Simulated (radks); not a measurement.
Removal energies from the rhenium ion Re9+, [Kr] 4d10 4f14 5s2 5p4, by Delta-SCF beside the eigenvalue of the level emptied. All-electron calculation, scalar-relativistic Kohn-Sham, PBEsol, spin-polarised, spherical densities, finite nucleus; Fermi nuclear charge, rms radius of each element as measured or else 0.836 A^(1/3) + 0.57 fm. Program: a radial shooting solver on a logarithmic mesh with Libxc functionals. Open shells are filled with parallel spins first.

removed from     final configuration  Delta-SCF (eV)  -eigenvalue (eV)
5p            [Kr] 4d10 4f14 5s2 5p3          185.29            175.94
4f            [Kr] 4d10 4f13 5s2 5p4          197.88            182.22
5s            [Kr] 4d10 4f14 5s1 5p4          228.61            218.24
4d             [Kr] 4d9 4f14 5s2 5p4          412.42            396.13
